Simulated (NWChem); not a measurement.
BeSiH3OCl; SMILES [Cl][Be][O][SiH3]

```xyz
7

Be    -0.0326     0.7982     0.0038
Cl    -0.0698     2.6084     0.0168
O     -0.0043    -0.6101    -0.0062
Si     0.0315    -2.2629    -0.0146
H     -0.8327    -2.7822    -1.1156
H     -0.4710    -2.7862     1.2902
H      1.4315    -2.7362    -0.2260
```
Atoms are numbered in this order, from 1.

Structure relaxed at the PBE0/def2-SVP level.

Task: List the 4 lowest vertical singlet excitations from CAM-B3LYP/def2-SVPD, TDA (NWChem).

Result: 
| state | energy (eV) | oscillator strength | leading excitation (squared amplitude) |
|---|---|---|---|
| S1 | 7.35 | 0.004 | HOMO → LUMO (0.85) |
| S2 | 7.36 | 0.004 | HOMO−1 → LUMO (0.85) |
| S3 | 7.96 | 0.049 | HOMO−2 → LUMO (0.76) |
| S4 | 7.96 | 0.049 | HOMO−3 → LUMO (0.76) |
